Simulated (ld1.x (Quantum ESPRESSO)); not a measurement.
What one change does to a pseudopotential (technetium, PAW)

ld1.x (Quantum ESPRESSO) 7.5 input, shortened:

```
&input
   title='Tc', zed=43., rel=1, dft='BLYP', iswitch=3,
   config='[Kr] 4d5 5s2 5p0'
 /
 &inputp
   pseudotype=3, lpaw=.true., tm=.true., lloc=-1, rcloc=2.30,
   nlcc=.true., new_core_ps=.true., rcore=1.15,
   which_augfun='BESSEL', rmatch_augfun=2.60
 /
6
5S  1  0   2.00   0.00  2.25  2.50  0.0
5S  1  0   0.00   1.55  2.25  2.50  0.0
5P  2  1   0.00   0.00  2.85  3.10  0.0
5P  2  1   0.00   0.75  2.85  3.10  0.0
4D  3  2   5.00   0.00  2.25  2.50  0.0
4D  3  2   0.00   0.45  2.25  2.50  0.0
 &test
   configts(1)='4d5 5s2 5p0'
 /
```

Change: waves 5p (bound): rcut 2.85, rcutus 4.26 bohr; 5p channel at 0.75 Ry: rcut 2.85, rcutus 4.26 bohr.

Cutoffs: the cutoffs (Ry, on a coarse ladder) from which the occupation-weighted sum of valence levels, in a spherical-Bessel basis at the reference potential, stays within 10 and 1 mRy of its value at 400 Ry; they do not see the model core or the augmentation charge, which bear on the density cutoff. Errors are all-electron minus pseudo energies relative to the spin-unpolarised reference configuration.

Task: What does the change do?

Result: The potential gets neither clearly harder nor softer (15 Ry and 25 Ry → 15 Ry and 25 Ry); of the 7 tests that both files solve, the error grows in 1 and shrinks in 2 by more than 15 % and 0.3 meV (median size 10.7 → 10.7 meV); neither file shows a bound ghost.

```csv
quantity,base,changed
"cutoff, loose",15 Ry,15 Ry
"cutoff, tight",25 Ry,25 Ry
bound ghosts,none,none
"error for 4d5 5s1 5p0, meV [ΔE 8.12 eV]",-2.5,-2.5
"error for 4d5 5s0 5p0, meV [ΔE 23.09 eV]",-11,-11
"error for 4d4 5s0 5p0, meV [ΔE 51.70 eV]",-191,-191
"error for 4d6 5s0 5p0, meV [ΔE 6.32 eV]",-63,-63
"error for 4d5 5s1 5p1, meV [ΔE 3.75 eV]",-0.8,+2.7
"error for 4d5 5s0 5p2, meV [ΔE 7.76 eV]",-2.3,+0.2
"error for 4d4 5s2 5p1, meV [ΔE 6.52 eV]",-69,-45
lowest overlap eigenvalue by channel,"s 0.53, p 0.51, d 0.28","s 0.53, p 0.37, d 0.28"
```
